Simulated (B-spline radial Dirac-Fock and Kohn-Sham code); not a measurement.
# Core and valence levels of Hg¹²⁺

System: the Hg¹²⁺ ion in the configuration [Xe] 4f14; nuclear rms radius 5.4648 fm (A = 202).

These are calculated numbers from a radial atomic solver; the model is multi-electron Dirac-Fock with separately optimised hole states, Breit and Lamb-shift corrections added in first order. Electron correlation is not included. Energies are counted from the vacuum level.

All terms are in eV, carry their sign (relaxation lowers the binding energy) and add up to the binding energy; ⟨r⟩ is the mean radius of the orbital in the initial state.

| subshell | −ε (Koopmans) | relaxation | Gaunt | retardation | QED | binding energy | ⟨r⟩ (bohr) |
| --- | --- | --- | --- | --- | --- | --- | --- |
| K | 83881.0 | -86.58 | -328.14 | 30.66 | -156.87 | 83340.1 | 0.017 |
| L1 | 15200.4 | -49.34 | -37.13 | 2.71 | -23.86 | 15092.8 | 0.069 |
| L2 | 14563.8 | -54.20 | -63.47 | 6.60 | -0.52 | 14452.2 | 0.057 |
| L3 | 12612.7 | -50.33 | -42.64 | 9.38 | -2.60 | 12526.6 | 0.066 |
| M1 | 3846.6 | -25.28 | -6.89 | 0.46 | -5.57 | 3809.3 | 0.180 |
| M2 | 3561.8 | -26.46 | -12.04 | 1.08 | -0.26 | 3524.1 | 0.170 |
| M3 | 3123.5 | -24.39 | -7.73 | 1.81 | -0.66 | 3092.6 | 0.186 |
| M4 | 2658.3 | -27.40 | -5.30 | 0.49 | 0.42 | 2626.5 | 0.162 |
| M5 | 2565.3 | -26.67 | -3.63 | 0.54 | 0.18 | 2535.7 | 0.167 |
| N1 | 1055.5 | -7.89 | -1.49 | 0.11 | -1.38 | 1044.8 | 0.399 |
| N2 | 932.2 | -7.86 | -2.63 | 0.24 | -0.03 | 921.9 | 0.401 |
| N3 | 825.0 | -6.71 | -1.54 | 0.41 | -0.13 | 817.0 | 0.433 |
| N4 | 623.0 | -6.70 | -0.79 | 0.07 | 0.11 | 615.7 | 0.441 |
| N5 | 602.7 | -6.35 | -0.42 | 0.08 | 0.06 | 596.1 | 0.451 |
| N6 | 342.1 | -6.28 | 0.11 | -0.05 | 0.09 | 335.9 | 0.468 |
| N7 | 337.6 | -6.09 | 0.26 | -0.05 | 0.07 | 331.8 | 0.474 |
| O1 | 346.3 | -0.82 | -0.32 | 0.02 | -0.30 | 344.9 | 0.868 |
| O2 | 298.4 | -0.79 | -0.52 | 0.04 | 0.00 | 297.2 | 0.912 |
| O3 | 275.7 | -0.63 | -0.30 | 0.08 | -0.02 | 274.9 | 0.976 |

For the deepest level, K (1s), the Breit terms make up -0.357 % of the binding energy, QED -0.188 % and orbital relaxation -0.104 %.

Going to the tabulated ground configuration of the next ion removes an electron from O3 (5p3/2), computed at 274.9 eV. NIST lists 276.9 ± 1.1 eV as the ionisation energy of this species (semi-empirical), +2.02 eV from the computed value.
